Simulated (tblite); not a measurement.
A tight-binding relaxation on `CC(C)(C)[C@H](F)[CH2][GeH3]`.

Computed with GFN2-xTB geometry optimisation, gas phase (tblite 0.8.0). Start geometry: from a force field or distance geometry. The input is one job of a driver script: a line of settings, then coordinates in Å.

Command:
```bash
OMP_NUM_THREADS=1 python probes_run.py task.json out
```

Input:
```
{"job": {"kind": "relax", "xc": "GFN2-xTB", "basis": "xTB"}, "charge": 0, "multiplicity": 1}
C     -1.546700     1.193200    -0.353300
C     -1.017400    -0.162700     0.118900
C     -1.862500    -0.647800     1.323900
C     -1.155100    -1.194600    -1.018200
C      0.471900    -0.054400     0.607700
F      0.551200     0.818900     1.673200
C      1.460100     0.414500    -0.489000
Ge     3.293800     0.402400     0.201800
H     -1.416100     1.969800     0.431500
H     -2.643900     1.122200    -0.581300
H     -1.042400     1.529500    -1.278000
H     -2.939500    -0.765100     1.022300
H     -1.838600     0.088900     2.166200
H     -1.504700    -1.625600     1.695300
H     -2.229400    -1.376700    -1.238900
H     -0.693700    -2.168600    -0.707800
H     -0.675300    -0.841200    -1.941900
H      0.805100    -1.058600     0.956000
H      1.226100     1.448400    -0.806300
H      1.439400    -0.264000    -1.355900
H      4.254300     0.852800    -0.920500
H      3.652400    -1.034000     0.658100
H      3.406200     1.379500     1.410600
```

Q: Estimate the output.

A: 
```
step      E/eV     max force
  0    -738.79940    1.347
  1    -738.93847    0.652
  2    -739.01500    0.462
  3    -739.03272    0.311
  4    -739.04535    0.221
  5    -739.05004    0.164
  6    -739.05720    0.200
  7    -739.06032    0.156
  8    -739.06283    0.089
  9    -739.06425    0.083
... (114 lines left out)
124    -739.11441    0.015
125    -739.11446    0.019
126    -739.11454    0.027
127    -739.11461    0.026
128    -739.11467    0.014
129    -739.11470    0.011
130    -739.11472    0.016
131    -739.11475    0.017
132    -739.11477    0.012
133    -739.11479    0.009
```

«max force» is the largest atomic force in eV/Å.

Q: From which step on does the largest force stay under 0.1 eV/Å, and how much energy is left to gain from there?

A: From step 49 (0.067 eV/Å), 24.3 meV above the end.

Main results: energy lowered by 7.3 kcal/mol over 133 steps; largest atomic force 0.009 eV/Å at the end.

On one thread, Arm Neoverse V1 (aarch64), no GPU, shared host with 32 logical CPUs at a one-minute load of 10, this took 1.1 s of wall time.
Labels such as C1 count atoms from 1, the log's own numbers from 0.
